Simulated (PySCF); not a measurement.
Atomic charges by several schemes

Species: C₈H₁₂P (charge -1).
Geometry (GFN2-xTB, Å), atoms numbered from 1 in this order:
```xyz
21
C8H12P angstrom
C     -2.1749   -1.2566   -0.2227
C     -1.1162   -0.4920   -1.0226
C     -0.4965    0.6021   -0.1979
C     -1.0823    1.8713   -0.0736
C     -0.3857    2.7085    0.7662
P      1.0304    1.9527    1.4470
C      0.6515    0.4761    0.5699
C      1.5283   -0.7426    0.6258
C      2.5502   -0.7566   -0.5137
H     -2.6283   -2.0543   -0.8163
H     -2.9578   -0.5737    0.1017
H     -1.7242   -1.6955    0.6655
H     -0.3544   -1.1964   -1.3689
H     -1.5912   -0.0559   -1.9097
H     -1.9916    2.1606   -0.5920
H     -0.6650    3.7296    0.9937
H      2.0693   -0.7532    1.5769
H      0.9215   -1.6553    0.5776
H      2.0447   -0.7461   -1.4781
H      3.1713    0.1343   -0.4505
H      3.1918   -1.6401   -0.4639
```

Density: PBE0/pcSseg-1 (PySCF); schemes: Mulliken, IAO, Hirshfeld and ESP-fitted. Geometry: GFN2-xTB, one conformer, isolated ion. The pcSseg-1 basis has no diffuse functions, a weakness for an anion.

Task: At which atom do the 4 schemes differ most?

Result: At P6: from -0.539 (ESP-fitted) to +0.090 e (Mulliken), 0.629 e apart.

Task: For which atoms does the sign change between the 4 schemes (beyond +0.03 e in one, beyond −0.03 e in another)?

Result: C3 and P6.

Task: Do the Mulliken, IAO, Hirshfeld and ESP-fitted schemes agree on where the charge is lowest?

Result: The schemes don't all agree: Mulliken C7 (-0.513); IAO C5 (-0.450); Hirshfeld P6 (-0.225); ESP-fitted C4 (-0.659).

Task: Give the atomic charges in each scheme.

Result: In e:

```tsv
atom	environment	Mulliken	IAO	Hirshfeld	ESP-fitted
C1	methyl carbon	-0.251	-0.409	-0.131	-0.176
C2	benzylic-type carbon	-0.135	-0.242	-0.078	+0.022
C3	substituted aromatic carbon	-0.181	-0.091	-0.067	+0.194
C4	aromatic CH carbon	-0.095	-0.251	-0.145	-0.659
C5	aromatic CH carbon	-0.394	-0.450	-0.205	-0.059
P6	phosphorus bonded to 2 C	+0.090	-0.007	-0.225	-0.539
C7	substituted aromatic carbon	-0.513	-0.290	-0.116	-0.119
C8	benzylic-type carbon	-0.153	-0.238	-0.086	-0.005
C9	methyl carbon	-0.251	-0.409	-0.134	-0.088
H10	methyl hydrogen	+0.060	+0.103	+0.012	-0.009
H11	methyl hydrogen	+0.098	+0.133	+0.026	+0.053
H12	methyl hydrogen	+0.104	+0.133	+0.028	+0.029
H13	methylene hydrogen	+0.089	+0.111	+0.021	+0.027
H14	methylene hydrogen	+0.085	+0.113	+0.018	-0.018
H15	aromatic hydrogen	-0.012	+0.096	+0.001	+0.199
H16	aromatic hydrogen	+0.034	+0.110	-0.006	+0.099
H17	methylene hydrogen	+0.089	+0.120	+0.016	+0.044
H18	methylene hydrogen	+0.083	+0.104	+0.015	+0.003
H19	methyl hydrogen	+0.097	+0.126	+0.024	-0.013
H20	methyl hydrogen	+0.099	+0.138	+0.023	+0.044
H21	methyl hydrogen	+0.059	+0.101	+0.011	-0.027
```

Mean size of the charges over all atoms: IAO 0.180 e, Mulliken 0.141 e, ESP-fitted 0.116 e, Hirshfeld 0.066 e. Each set sums to the total charge, -1, to within 0.001 e. The IAO scheme counts the electrons in orthogonalised intrinsic atomic orbitals, a minimal basis polarised so that it spans the occupied orbitals exactly.

Task: How many electrons does the ESP-fitted scheme count on P6?

Result: Z − q = 15 − (-0.539) ≈ 15.540.

Task: Sum the charges by element, for elements with more than one atom.

Result: 
```json
{"element": "C", "atoms": "8", "Mulliken": "-1.974", "IAO": "-2.381", "Hirshfeld": "-0.962", "ESP-fitted": "-0.891"}
{"element": "H", "atoms": "12", "Mulliken": "+0.884", "IAO": "+1.388", "Hirshfeld": "+0.188", "ESP-fitted": "+0.430"}
```

The run behind these numbers computed NMR shieldings as well. Hardware: an Arm Neoverse V1 with one thread, shared host with 32 logical CPUs at a one-minute load of 16. Cost: 53 s wall (with the writing of density and orbital grids), 1.1 GiB resident at most.
